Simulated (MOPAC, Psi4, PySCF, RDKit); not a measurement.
Torsional profile of SMILES O([SiH2]C=O)[SiH3] (CH6O2Si2). Scanned: dihedral O1–C2–Si3–O4; all other coordinates were relaxed at GFN2-xTB. Points at φ and −φ are mirror images. Heavy atoms are numbered in the order of the SMILES O=C[SiH2]O[SiH3], hydrogens after them in the order of the atoms that carry them; the mirror image has the same energies with the sign of each dihedral reversed.

Levels of theory: UFF // GFN2-xTB (RDKit); RKS-B3LYP/6-31G* = restricted B3LYP/6-31G*, spherical d // GFN2-xTB (PySCF); PM3, restricted, heats of formation // GFN2-xTB (MOPAC); MP2/cc-pVTZ = DF-MP2 (frozen core)/cc-pVTZ // GFN2-xTB in Psi4.

Energies relative to the lowest point of each profile, in eV; the last columns give the difference from MP2:

| φ / ° | UFF | RKS-B3LYP/6-31G* | PM3 | MP2/cc-pVTZ | UFF − MP2/cc-pVTZ | RKS-B3LYP/6-31G* − MP2/cc-pVTZ | PM3 − MP2/cc-pVTZ |
|---|---|---|---|---|---|---|---|
| -165 | 0.998 | 0.025 | 0.005 | 0.075 | 0.924 | -0.049 | -0.070 |
| -150 | 1.074 | 0.038 | 0.021 | 0.083 | 0.991 | -0.045 | -0.062 |
| -135 | 1.148 | 0.055 | 0.047 | 0.094 | 1.054 | -0.039 | -0.047 |
| -120 | 1.248 | 0.072 | 0.084 | 0.108 | 1.140 | -0.036 | -0.024 |
| -105 | 1.388 | 0.088 | 0.129 | 0.124 | 1.264 | -0.036 | 0.006 |
| -90 | 1.277 | 0.097 | 0.131 | 0.131 | 1.146 | -0.034 | 0.000 |
| -75 | 1.069 | 0.096 | 0.111 | 0.127 | 0.941 | -0.031 | -0.016 |
| -60 | 0.808 | 0.082 | 0.076 | 0.109 | 0.699 | -0.027 | -0.033 |
| -45 | 0.584 | 0.055 | 0.046 | 0.078 | 0.506 | -0.023 | -0.032 |
| -30 | 0.229 | 0.023 | 0.036 | 0.036 | 0.193 | -0.014 | -0.001 |
| -15 | 0.036 | 0.004 | 0.058 | 0.008 | 0.028 | -0.004 | 0.050 |
| 0 | 0.000 | 0.000 | 0.072 | 0.000 | 0.000 | 0.000 | 0.072 |
| 15 | 0.036 | 0.004 | 0.058 | 0.008 | 0.028 | -0.004 | 0.050 |
| 30 | 0.229 | 0.023 | 0.036 | 0.036 | 0.193 | -0.014 | -0.001 |
| 45 | 0.584 | 0.055 | 0.046 | 0.078 | 0.506 | -0.023 | -0.032 |
| 60 | 0.808 | 0.082 | 0.076 | 0.109 | 0.699 | -0.027 | -0.033 |
| 75 | 1.069 | 0.096 | 0.111 | 0.127 | 0.941 | -0.031 | -0.016 |
| 90 | 1.277 | 0.097 | 0.131 | 0.131 | 1.146 | -0.034 | 0.000 |
| 105 | 1.388 | 0.088 | 0.129 | 0.124 | 1.264 | -0.036 | 0.006 |
| 120 | 1.248 | 0.072 | 0.084 | 0.108 | 1.140 | -0.036 | -0.024 |
| 135 | 1.148 | 0.055 | 0.047 | 0.094 | 1.054 | -0.039 | -0.047 |
| 150 | 1.074 | 0.038 | 0.021 | 0.083 | 0.991 | -0.045 | -0.062 |
| 165 | 0.998 | 0.025 | 0.005 | 0.075 | 0.924 | -0.049 | -0.070 |
| 180 | 0.970 | 0.020 | 0.000 | 0.072 | 0.899 | -0.051 | -0.072 |

UFF is furthest from MP2/cc-pVTZ at -105 (1.264 eV, above); its mean absolute difference over the points is 0.778 eV.

RKS-B3LYP/6-31G* is furthest from MP2/cc-pVTZ at 180 (-0.051 eV, below); its mean absolute difference over the points is 0.030 eV.

PM3 is furthest from MP2/cc-pVTZ at 0 (0.072 eV, above); its mean absolute difference over the points is 0.034 eV.
